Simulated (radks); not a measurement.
Results of a calculation; reference values are marked as such.
Problem. Ionisation of neutral antimony, [Kr] 4d10 5s2 5p3, to Sb+, [Kr] 4d10 5s2 5p2, under several functionals. Dirac Kohn-Sham, spin-unpolarised, spherical densities, point nucleus; open shells fill j = l - 1/2 first; a radial shooting solver on a logarithmic mesh with Libxc functionals. Known Delta-SCF values: BP86 8.101 eV; LDA (Slater exchange, VWN5 correlation) 8.147 eV; HCTH/407 8.061 eV. What does RPBE give, and what is its highest occupied eigenvalue?

Solution. 7.905 eV by Delta-SCF; the 5p3/2 eigenvalue is -4.474 eV. NIST: 8.608 eV (measured).

Beside tabulated values, note that spin-unpolarised runs miss the spin-polarisation part of the exchange energy of open shells.
